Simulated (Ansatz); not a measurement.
```xyz
4

Br   -2.202   -0.125   -0.017
Sb    0.073    0.896    0.131
Br    1.063   -0.111   -1.929
Br    1.066   -0.659    1.815
```

Total charge 0; spin multiplicity 1. Sb: def2 effective core potential.

Task: List the ωB97M-V/def2-TZVPP orbital energies in eV (Ansatz 0.2.0). (An estimate is asked.)

Result: The calculation gave: Occupied: -13157.07, -13157.07, -13157.07, -1709.39, -1709.39, -1709.39, -1537.59, -1537.59, -1537.59, -1537.53, -1537.53, -1537.53, -1537.53, -1537.53, -1537.53, -242.23, -242.23, -242.23, -181.92, -181.92, -181.92, -181.72, -181.72, -181.72, -181.71, -181.71, -181.71, -162.28, -113.74, -113.74, -113.62, -75.29, -75.29, -75.29, -75.23, -75.23, -75.23, -75.23, -75.23, -75.23, -75.07, -75.07, -75.07, -75.07, -75.07, -75.07, -41.11, -41.11, -41.00, -41.00, -40.95, -25.26, -24.30, -24.30, -18.63, -13.16, -13.16, -12.48, -11.41, -11.41, -10.79, -10.79, -10.68, -10.09. Lowest empty: -0.33, -0.33, -0.32, 3.77, 3.98, 3.99, 6.01, 6.07.
